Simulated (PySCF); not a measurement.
C$_{3}$H$_{9}$BO$_{3}$, charge +1, doublet (typed; the unrestricted solution is spin-contaminated), geometry from GFN2-xTB (a state made from the parent by changing its charge; the spin is typed, not shown lowest); HF/STO-3G run with PySCF.

Input for PySCF:
```python
from pyscf import gto, scf

mol = gto.M(
    atom='''
B     0.00567934   -0.00429445    0.00143635
O     0.81387960    0.96705062    0.51017150
C     0.83120986    2.30819714    0.14169848
H     0.66266147    2.91315135    1.04456416
H     1.84844245    2.55815838   -0.19393716
H     0.09777583    2.54491792   -0.62957265
O     0.10173792   -1.28178914    0.46415876
C     0.97107655   -1.74423266    1.44674937
H     0.37109627   -2.20133857    2.24727767
H     1.56503160   -2.56514410    1.01911883
H     1.61702603   -0.96049626    1.84334560
O    -0.89861146    0.30188995   -0.97023060
C    -1.78464909   -0.57682729   -1.58448765
H    -1.70271370   -1.59547004   -1.20438019
H    -2.80373653   -0.18643051   -1.44793124
H    -1.60112840   -0.54629458   -2.66856327
''',
    basis='sto-3g',
    charge=1,
    spin=1,
    verbose=5,
)

mf = scf.UHF(mol)
mf.kernel()
```

### Question
Predict the main parts of the log of this PySCF run.

### Answer

```
PySCF version 2.14.0

[INPUT] verbose = 5
[INPUT] max_memory = 4000
[INPUT] num. atoms = 16
[INPUT] num. electrons = 55
[INPUT] charge = 1
[INPUT] spin (= nelec alpha-beta = 2S) = 1
[INPUT] symmetry False subgroup None
[INPUT] Mole.unit = angstrom
[INPUT] Symbol           X                Y                Z      unit          X                Y                Z       unit  Magmom
[...]
[INPUT] ---------------- BASIS SET ----------------
[INPUT] l, kappa, [nprim/nctr], expnt,             c_1 c_2 ...
[INPUT] O
[...]
                                23.808861         0.53532814
                                6.4436083         0.44463454
[...]
                                1.1695961         0.39951283
                                0.380389          0.70011547
[...]
                                1.1695961         0.60768372
                                0.380389          0.39195739
[INPUT] H
[...]
                                0.62391373        0.53532814
                                0.1688554         0.44463454
[INPUT] C
[...]
                                13.045096         0.53532814
                                3.5305122         0.44463454
[...]
                                0.6834831         0.39951283
                                0.2222899         0.70011547
[...]
                                0.6834831         0.60768372
                                0.2222899         0.39195739
[INPUT] B
[...]
                                8.8873622         0.53532814
                                2.405267          0.44463454
[...]
                                0.5198205         0.39951283
                                0.1690618         0.70011547
[...]
                                0.5198205         0.60768372
                                0.1690618         0.39195739

nuclear repulsion = 316.403708781315
number of shells = 30
number of NR pGTOs = 132
number of NR cGTOs = 44
basis = sto-3g
ecp = {}

******** <class 'pyscf.scf.uhf.UHF'> ********
method = UHF
initial guess = minao
damping factor = 0
level_shift factor = 0
DIIS = <class 'pyscf.scf.diis.CDIIS'>
diis_start_cycle = 1
diis_space = 8
diis_damp = 0
SCF conv_tol = 1e-09
SCF conv_tol_grad = None
SCF max_cycles = 50
direct_scf = True
direct_scf_tol = 1e-13
number electrons alpha = 28  beta = 27
Set gradient conv threshold to 3.16228e-05
E1 = -1120.2528693705874  E2 = 438.9394936207545  Ecoul = 486.80158138579355  Exc = -47.862087765039064
init E= -364.909666968518
cond(S) = 9.882610379870341

  alpha mo_energy =
[-20.66601469 -20.66482794 -20.66482245 -11.13212365 -11.13211811
 -11.13210037  -7.44726957  -1.88797565  -1.69237054  -1.69230591
  -1.20288318  -1.12299746  -1.12296421  -0.79593536  -0.70322517
  -0.70321426  -0.65737442  -0.58656475  -0.58654853  -0.57873222
  -0.57871467  -0.54949707  -0.43016926  -0.3937444   -0.38358997
  -0.38356507  -0.34222276  -0.34218621   0.23716126   0.2916959
   0.37478724   0.37491073   0.50474803   0.54843558   0.54845649
   0.55329765   0.55332937   0.5539124    0.55693219   0.58002216
   0.58003252   0.61701976   0.77379965   0.77386224]
  beta  mo_energy =
[-20.66601469 -20.66482794 -20.66482245 -11.13212365 -11.13211811
 -11.13210037  -7.44726957  -1.88797565  -1.69237054  -1.69230591
  -1.20288318  -1.12299746  -1.12296421  -0.79593536  -0.70322517
  -0.70321426  -0.65737442  -0.58656475  -0.58654853  -0.57873222
  -0.57871467  -0.54949707  -0.43016926  -0.3937444   -0.38358997
  -0.38356507  -0.34222276  -0.34218621   0.23716126   0.2916959
   0.37478724   0.37491073   0.50474803   0.54843558   0.54845649
   0.55329765   0.55332937   0.5539124    0.55693219   0.58002216
   0.58003252   0.61701976   0.77379965   0.77386224]
multiplicity <S^2> = 0.75  2S+1 = 2
E1 = -1116.1335335524068  E2 = 436.67194533954125  Ecoul = 484.1287543578917  Exc = -47.45680901835044
cycle= 1 E= -363.057879431551  delta_E= 1.85  |g|= 0.444  |ddm|= 3.41
  alpha mo_energy =
[-20.52656283 -20.4176428  -20.21940801 -11.51347443 -11.4549444
 -11.32440741  -7.7970086   -1.60855465  -1.5331779   -1.40733794
  -1.19705141  -1.14454343  -1.04528815  -0.92134418  -0.89407935
  -0.88229053  -0.83690164  -0.83560798  -0.81755072  -0.74996289
  -0.72964826  -0.7127919   -0.69442042  -0.64499891  -0.60448556
  -0.60038558  -0.49220522  -0.46403072   0.15565108   0.26597757
   0.33603193   0.36660548   0.38529297   0.41209652   0.41826979
   0.4478673    0.45879515   0.46482655   0.5284503    0.54250249
   0.55303498   0.60188585   0.73080213   0.77708964]
  beta  mo_energy =
[-20.51809334 -20.41188882 -20.21914658 -11.51142944 -11.45362754
 -11.32432805  -7.79700355  -1.57181002  -1.50590499  -1.40523978
  -1.16374987  -1.12096937  -1.04311812  -0.91146757  -0.87159846
  -0.82514132  -0.80492806  -0.79659845  -0.76318331  -0.74457628
  -0.71518967  -0.70876505  -0.63411321  -0.59343053  -0.56946019
  -0.49108695  -0.4227765   -0.27510178   0.18665549   0.28032679
   0.34595137   0.39530773   0.40885329   0.43103077   0.44554476
   0.45842144   0.46285567   0.47625378   0.53019947   0.54389853
   0.55453031   0.60817372   0.73632845   0.77894926]
multiplicity <S^2> = 0.75852534  2S+1 = 2.0085072
E1 = -1114.2952575376246  E2 = 434.66913479755493  Ecoul = 481.79799399505055  Exc = -47.128859197495615
cycle= 2 E= -363.222413958755  delta_E= -0.165  |g|= 0.174  |ddm|= 0.738
  alpha mo_energy =
[-20.69635923 -20.630634   -20.470609   -11.35181078 -11.32614507
 -11.26404119  -7.73780695  -1.66471244  -1.60451086  -1.4932559
  -1.16377209  -1.12707936  -1.05894306  -0.92982174  -0.8998952
  -0.89284296  -0.85764658  -0.83926358  -0.80899684  -0.76931076
  -0.74623885  -0.72703563  -0.70887661  -0.69514488  -0.66372293
  -0.65785058  -0.57814837  -0.54404645   0.12851998   0.27064329
   0.32887565   0.37710996   0.42959109   0.45708862   0.45964505
   0.48124204   0.49123555   0.50394814   0.5303555    0.53773305
   0.55965488   0.583562     0.69306341   0.73010545]
  beta  mo_energy =
[...]
cycle= 18 E= -363.264028822126  delta_E= -1.56e-09  |g|= 2.81e-05  |ddm|= 0.00079
  alpha mo_energy =
[-20.70190808 -20.69604086 -20.45683098 -11.34098675 -11.33898897
 -11.25800808  -7.72188545  -1.69153123  -1.65803638  -1.48050858
  -1.15575347  -1.13981022  -1.05272166  -0.93866873  -0.92292169
  -0.90897152  -0.88410814  -0.87053209  -0.8248235   -0.77024809
  -0.73619076  -0.72336556  -0.70826304  -0.70595438  -0.69271406
  -0.68678365  -0.57277258  -0.52989717   0.14566707   0.2702609
   0.31339785   0.38707709   0.44961778   0.45297901   0.46093302
   0.48523589   0.49999496   0.50843074   0.5326738    0.53600856
   0.56140885   0.57827651   0.68440856   0.73927346]
  beta  mo_energy =
[-20.68030978 -20.67509211 -20.45998471 -11.34298097 -11.34110644
 -11.25778266  -7.7294975   -1.60292742  -1.55637233  -1.48856551
  -1.14874077  -1.12503339  -1.05233411  -0.92201509  -0.8904317
  -0.85701017  -0.80539929  -0.79436313  -0.77163092  -0.76722186
  -0.74682651  -0.723069    -0.69029803  -0.66752937  -0.61468465
  -0.5755568   -0.47494256  -0.16892718   0.16973443   0.28495124
   0.32999267   0.38283582   0.4614299    0.46255892   0.46701541
   0.48597556   0.50254167   0.51060264   0.53135207   0.53790703
   0.56290435   0.58324236   0.69361997   0.73568437]
multiplicity <S^2> = 0.89685127  2S+1 = 2.1418228
E1 = -1114.40455061158  E2 = 434.7368130037546  Ecoul = 481.9935855316045  Exc = -47.256772527849876
cycle= 19 E= -363.264028826511  delta_E= -4.38e-09  |g|= 1.86e-05  |ddm|= 0.000188
  alpha mo_energy =
[-20.70191354 -20.69604527 -20.45682755 -11.34098422 -11.33898929
 -11.25799782  -7.72188373  -1.69153406  -1.65803939  -1.48050477
  -1.15575468  -1.13981131  -1.05271882  -0.93867006  -0.92292455
  -0.90897331  -0.88411128  -0.87053218  -0.8248252   -0.77024599
  -0.73618781  -0.72336319  -0.70826362  -0.70595429  -0.69271573
  -0.68678445  -0.57276957  -0.5298931    0.14566937   0.2702601
   0.31339738   0.38707951   0.44961774   0.45297827   0.46093305
   0.48523591   0.49999509   0.50843054   0.53267753   0.53601089
   0.56141088   0.57827809   0.68440893   0.73927618]
  beta  mo_energy =
[-20.68031489 -20.67509591 -20.45998169 -11.34297841 -11.34110627
 -11.25777181  -7.72949676  -1.60292842  -1.55637317  -1.48856307
  -1.14874135  -1.12503368  -1.05233055  -0.92201604  -0.89043248
  -0.85701001  -0.80540024  -0.79436327  -0.77163075  -0.7672199
  -0.74682481  -0.72306604  -0.69029881  -0.66753011  -0.61468451
  -0.57555387  -0.47494733  -0.16892001   0.16973432   0.28495072
   0.32999253   0.3828384    0.46143018   0.46255875   0.46701549
   0.48597577   0.50254195   0.51060226   0.53135596   0.53790964
   0.56290679   0.58324342   0.69361975   0.73568606]
multiplicity <S^2> = 0.89686126  2S+1 = 2.1418322
E1 = -1114.4045397620048  E2 = 434.73680215069237  Ecoul = 481.9935763480041  Exc = -47.256774197311756
cycle= 20 E= -363.264028829998  delta_E= -3.49e-09  |g|= 9.06e-06  |ddm|= 0.00022
  alpha mo_energy =
[-20.70193427 -20.69602168 -20.45682786 -11.34097865 -11.33899836
 -11.25800385  -7.72188256  -1.69153611  -1.65803621  -1.48050547
  -1.15575673  -1.13980921  -1.05272053  -0.93866882  -0.9229267
  -0.90897658  -0.88410807  -0.87052914  -0.82482713  -0.77024597
  -0.73618833  -0.72336587  -0.70825841  -0.70595618  -0.69271395
  -0.68678845  -0.57277039  -0.5298932    0.1456692    0.27025842
   0.31340099   0.38707535   0.44962344   0.4529717    0.46093504
   0.48523218   0.50000043   0.50842443   0.5326761    0.53601143
   0.56140851   0.57827822   0.6844102    0.73927516]
  beta  mo_energy =
[-20.68033418 -20.67507375 -20.45998209 -11.34297272 -11.34111564
 -11.25777796  -7.72949567  -1.60292799  -1.55637258  -1.488564
  -1.14874228  -1.12503289  -1.05233223  -0.92201518  -0.89043486
  -0.85700756  -0.80540229  -0.79436317  -0.7716317   -0.76721974
  -0.74682616  -0.72306819  -0.69029524  -0.66753255  -0.61468472
  -0.57555455  -0.47494684  -0.16892077   0.16973523   0.28494974
   0.32999538   0.38283479   0.46143299   0.46256078   0.46701128
   0.48597147   0.50254678   0.51059682   0.5313545    0.53790998
   0.56290493   0.58324333   0.69362103   0.73568481]
multiplicity <S^2> = 0.89685888  2S+1 = 2.1418299
E1 = -1114.4045473278024  E2 = 434.73680971579654  Ecoul = 481.99358436684804  Exc = -47.2567746510515
cycle= 21 E= -363.264028830691  delta_E= -6.93e-10  |g|= 3.57e-06  |ddm|= 0.000171
  alpha mo_energy =
[-20.70193492 -20.69602095 -20.45682858 -11.3409777  -11.33899816
 -11.25800207  -7.72188296  -1.69153609  -1.65803601  -1.48050556
  -1.15575656  -1.13980892  -1.05272017  -0.93866864  -0.92292673
  -0.90897649  -0.88410791  -0.87052895  -0.82482705  -0.77024576
  -0.73618809  -0.72336568  -0.70825814  -0.70595602  -0.6927138
  -0.68678843  -0.57277048  -0.52989334   0.14566889   0.27025847
   0.31340128   0.38707555   0.44962381   0.45297174   0.46093526
   0.48523227   0.50000078   0.50842439   0.53267657   0.53601183
   0.5614088    0.57827847   0.68441013   0.73927503]
  beta  mo_energy =
[-20.68033483 -20.67507309 -20.45998281 -11.34297178 -11.34111563
 -11.25777639  -7.72949589  -1.602928    -1.55637259  -1.48856416
  -1.14874228  -1.12503284  -1.05233214  -0.92201508  -0.89043492
  -0.85700737  -0.8054023   -0.79436305  -0.77163162  -0.76721962
  -0.74682603  -0.72306801  -0.69029514  -0.66753261  -0.61468453
  -0.57555471  -0.47494633  -0.16892129   0.16973515   0.28494969
   0.3299956    0.38283476   0.46143322   0.462561     0.46701125
   0.48597147   0.50254709   0.51059686   0.53135486   0.53791031
   0.56290523   0.5832435    0.69362103   0.73568476]
multiplicity <S^2> = 0.89685894  2S+1 = 2.14183
E1 = -1114.4045459488188  E2 = 434.73680833679197  Ecoul = 481.99358295733055  Exc = -47.25677462053858
Extra cycle  E= -363.264028830712  delta_E= -2.1e-11  |g|= 2.54e-06  |ddm|= 6.79e-06
converged SCF energy = -363.264028830712  <S^2> = 0.89685894  2S+1 = 2.14183
```
